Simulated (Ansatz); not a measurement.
Steps of a relaxation of AlH$_{5}$O$_{4}$, SMILES `[OH][Al-]([OH])([OH])[OH2+]` with RKS PBE-D4/def2-SVP.

```sh
$ ansatz run in.yaml --threads 4 --pin off --events-out ev --progress --plain --max-ram 10444MiB
```

```yaml
crystal:
  periodic: [false, false, false]
  atoms:
    - {symbol: O, position_ang: [-1.469700, 0.507100, 0.937400]}
    - {symbol: Al, position_ang: [-0.030000, -0.185300, 0.148700]}
    - {symbol: O, position_ang: [0.985700, -0.952700, 1.431400]}
    - {symbol: O, position_ang: [-0.460200, -1.447700, -1.070800]}
    - {symbol: O, position_ang: [0.932000, 1.123000, -0.722500]}
    - {symbol: H, position_ang: [-2.039700, 0.931400, 0.164900]}
    - {symbol: H, position_ang: [1.828100, -1.307300, 0.957700]}
    - {symbol: H, position_ang: [-1.016700, -2.095800, -0.544100]}
    - {symbol: H, position_ang: [1.062000, 1.848500, 0.024500]}
    - {symbol: H, position_ang: [0.291700, 1.527600, -1.324200]}
basis:
  gaussian: {orbitals: def2-SVP}
hamiltonian: {xc: pbe, dispersion: d4}
relax: {f_tol: 0.03, max_steps: 200}
```

Positions (Å) and forces (eV/Å) along the path, 14 of 32 steps:

```xyz
10
step=1 energy=-14849.5371 eV
O    -1.470    0.507    0.937   -0.706    1.669   -2.653
Al   -0.030   -0.185    0.149   -1.395   -4.043    1.939
O     0.986   -0.953    1.431    1.614    0.394   -1.853
O    -0.460   -1.448   -1.071   -0.286    0.399    0.773
O     0.932    1.123   -0.723    1.069    2.395    1.642
H    -2.040    0.931    0.165    1.217   -1.175    2.203
H     1.828   -1.307    0.958   -1.785    0.587    1.139
H    -1.017   -2.096   -0.544    0.706    0.810   -0.732
H     1.062    1.849    0.025   -0.126   -1.547   -1.710
H     0.292    1.528   -1.324   -0.309    0.512   -0.747
10
step=2 energy=-14850.1769 eV
O    -1.397    0.670    0.971   -0.942    0.064   -2.501
Al   -0.064   -0.278    0.231   -0.657   -1.594    1.312
O     1.094   -0.809    1.509    0.502   -0.402   -1.896
O    -0.461   -1.367   -1.145   -0.182    0.271    1.175
O     0.887    1.061   -0.701    0.517    1.592    0.290
H    -2.087    0.820    0.207    1.484   -0.337    2.010
H     1.808   -1.344    1.026   -1.088    0.794    0.967
H    -1.029   -2.067   -0.735    0.370    0.356   -0.509
H     1.060    1.785   -0.021   -0.105   -0.775   -0.731
H     0.270    1.477   -1.341    0.101    0.031   -0.117
10
step=4 energy=-14850.5580 eV
O    -1.359    0.695    0.939   -0.300   -0.067   -0.708
Al   -0.090   -0.345    0.305   -0.330    0.214   -0.148
O     1.096   -0.769    1.488    0.380   -0.262   -0.171
O    -0.450   -1.336   -1.091   -0.415   -0.440    0.337
O     0.912    1.080   -0.735   -0.333    0.279   -0.085
H    -2.088    0.787    0.280    0.407   -0.034    0.627
H     1.786   -1.339    1.090   -0.145    0.151    0.319
H    -1.047   -2.086   -0.861    0.392    0.409   -0.277
H     1.072    1.780   -0.062   -0.003   -0.091   -0.132
H     0.251    1.482   -1.351    0.346   -0.159    0.239
10
step=7 energy=-14850.6315 eV rejected
O    -1.327    0.754    0.901    0.308    0.046    0.055
Al   -0.101   -0.309    0.266   -0.060   -0.099   -0.053
O     1.079   -0.728    1.463    0.075   -0.021    0.011
O    -0.466   -1.308   -1.110   -0.046   -0.052   -0.033
O     0.925    1.087   -0.780   -0.047   -0.365    0.027
H    -2.227    0.710    0.558   -0.199   -0.043   -0.061
H     1.765   -1.387    1.267   -0.118    0.103   -0.020
H    -0.993   -2.117   -1.012    0.063    0.075    0.013
H     1.118    1.774   -0.112   -0.064    0.225   -0.094
H     0.310    1.474   -1.439    0.088    0.132    0.157
10
step=9 energy=-14850.6476 eV
O    -1.313    0.805    0.859   -0.048   -0.020   -0.061
Al   -0.120   -0.314    0.257   -0.052    0.025    0.003
O     1.041   -0.744    1.472    0.025   -0.035   -0.029
O    -0.488   -1.305   -1.125   -0.023   -0.025    0.027
O     0.937    1.061   -0.762    0.006    0.011   -0.002
H    -2.247    0.691    0.623    0.101   -0.010    0.047
H     1.765   -1.341    1.224   -0.047    0.023    0.018
H    -0.954   -2.147   -1.007    0.029    0.017   -0.010
H     1.118    1.772   -0.113   -0.001    0.021   -0.010
H     0.344    1.470   -1.425    0.010   -0.007    0.017
10
step=10 energy=-14850.6517 eV
O    -1.314    0.869    0.811    0.039    0.055   -0.088
Al   -0.132   -0.269    0.231    0.004   -0.317    0.104
O     1.006   -0.753    1.450   -0.009    0.039    0.016
O    -0.492   -1.302   -1.123   -0.035    0.095   -0.015
O     0.941    1.073   -0.773   -0.004    0.115   -0.040
H    -2.256    0.662    0.738   -0.010   -0.010    0.029
H     1.679   -1.410    1.213   -0.017    0.022   -0.002
H    -0.832   -2.197   -0.980   -0.003   -0.018    0.004
H     1.137    1.788   -0.133    0.027    0.017    0.012
H     0.347    1.488   -1.432    0.007    0.000   -0.019
10
step=14 energy=-14850.6841 eV
O    -1.244    0.974    0.659   -0.278   -0.158    0.065
Al   -0.131   -0.292    0.199    0.058    0.095    0.023
O     0.934   -0.806    1.469   -0.010   -0.070   -0.023
O    -0.525   -1.296   -1.162   -0.033   -0.141    0.033
O     0.952    1.104   -0.772   -0.081    0.187    0.096
H    -2.129    0.731    0.987    0.280    0.119   -0.055
H     1.605   -1.479    1.273   -0.026    0.025    0.018
H    -0.672   -2.249   -1.047    0.036    0.146   -0.040
H     0.940    1.844   -0.120   -0.033   -0.153   -0.175
H     0.354    1.418   -1.485    0.086   -0.050    0.057
10
step=17 energy=-14850.7221 eV
O    -1.228    0.988    0.680   -0.093   -0.006    0.021
Al   -0.125   -0.280    0.217    0.085   -0.043    0.049
O     0.876   -0.880    1.502   -0.027    0.006   -0.053
O    -0.498   -1.246   -1.179   -0.005    0.015   -0.007
O     0.944    1.116   -0.751   -0.183    0.328   -0.116
H    -2.070    0.774    1.109    0.056    0.049    0.033
H     1.570   -1.524    1.296   -0.009   -0.007    0.013
H    -0.591   -2.207   -1.104    0.004    0.030   -0.024
H     0.778    1.916   -0.193   -0.054   -0.242   -0.172
H     0.428    1.293   -1.574    0.227   -0.130    0.255
10
step=18 energy=-14850.7497 eV
O    -1.227    0.993    0.689   -0.244   -0.044    0.142
Al   -0.120   -0.272    0.225    0.082   -0.024    0.059
O     0.858   -0.904    1.512   -0.034   -0.010   -0.037
O    -0.482   -1.212   -1.193    0.016   -0.004   -0.013
O     0.951    1.130   -0.726   -0.510    0.640   -0.283
H    -2.036    0.791    1.190    0.255    0.097   -0.097
H     1.553   -1.547    1.304   -0.006   -0.007    0.018
H    -0.570   -2.176   -1.139    0.001    0.065   -0.031
H     0.644    1.949   -0.242    0.082   -0.605   -0.354
H     0.513    1.198   -1.618    0.358   -0.108    0.595
10
step=23 energy=-14850.8733 eV
O    -1.207    0.987    0.669   -0.097   -0.033    0.122
Al   -0.045   -0.255    0.240   -0.080   -0.229    0.166
O     0.803   -0.964    1.575   -0.037    0.052   -0.088
O    -0.300   -1.100   -1.266    0.067   -0.050    0.021
O     0.880    1.211   -0.709    0.091   -0.011   -0.072
H    -1.809    0.944    1.430    0.149    0.029   -0.121
H     1.482   -1.642    1.437   -0.030    0.027   -0.013
H    -0.557   -2.034   -1.320    0.001    0.111    0.004
H     0.171    1.843   -0.419   -0.071    0.067   -0.016
H     0.665    0.960   -1.635    0.005    0.038   -0.002
10
step=25 energy=-14850.8884 eV
O    -1.233    0.942    0.627   -0.167   -0.012    0.139
Al   -0.039   -0.285    0.234    0.000   -0.015   -0.044
O     0.783   -0.958    1.595    0.008    0.005    0.031
O    -0.212   -1.122   -1.286   -0.024   -0.109    0.028
O     0.864    1.224   -0.702    0.027    0.019    0.051
H    -1.710    0.996    1.470    0.092   -0.004   -0.106
H     1.482   -1.618    1.477   -0.006   -0.005   -0.009
H    -0.628   -1.995   -1.368    0.040    0.130    0.011
H     0.097    1.797   -0.414    0.044   -0.021   -0.019
H     0.679    0.969   -1.631   -0.014    0.013   -0.080
10
step=26 energy=-14850.8952 eV
O    -1.276    0.901    0.603   -0.037   -0.026    0.036
Al   -0.036   -0.291    0.224   -0.056    0.029    0.017
O     0.785   -0.925    1.604    0.005   -0.013    0.016
O    -0.168   -1.147   -1.287    0.012    0.010    0.011
O     0.862    1.227   -0.698    0.061   -0.013   -0.023
H    -1.649    0.998    1.492    0.030   -0.008   -0.038
H     1.453   -1.617    1.482    0.028   -0.014    0.018
H    -0.665   -1.973   -1.372   -0.020   -0.008   -0.016
H     0.090    1.789   -0.409   -0.020    0.018   -0.017
H     0.687    0.986   -1.635   -0.002    0.023   -0.004
10
step=29 energy=-14850.8977 eV
O    -1.314    0.863    0.597   -0.021   -0.002    0.087
Al   -0.046   -0.299    0.230   -0.007    0.002    0.009
O     0.779   -0.921    1.615    0.001    0.009   -0.022
O    -0.155   -1.148   -1.287   -0.061   -0.092   -0.018
O     0.873    1.218   -0.692   -0.015    0.015    0.013
H    -1.632    0.981    1.506    0.030   -0.007   -0.084
H     1.488   -1.573    1.500   -0.005   -0.004    0.009
H    -0.723   -1.927   -1.405    0.066    0.094    0.014
H     0.099    1.790   -0.434    0.017   -0.007   -0.007
H     0.714    0.966   -1.628   -0.005   -0.008   -0.002
10
step=32 energy=-14850.8982 eV
O    -1.319    0.854    0.601   -0.008    0.001    0.007
Al   -0.045   -0.298    0.233    0.005    0.002    0.002
O     0.785   -0.915    1.616   -0.003    0.006    0.000
O    -0.148   -1.144   -1.287   -0.002   -0.003    0.001
O     0.872    1.218   -0.695    0.005    0.005   -0.004
H    -1.630    0.976    1.511   -0.002    0.000   -0.002
H     1.484   -1.578    1.513    0.001   -0.005   -0.003
H    -0.726   -1.910   -1.415    0.002    0.001   -0.003
H     0.101    1.796   -0.446    0.001   -0.002    0.002
H     0.707    0.949   -1.626    0.000   -0.005   -0.001
```

Run time 28 s (4 threads of an Arm Neoverse V1 on a shared host); peak host memory 0.14 GiB.
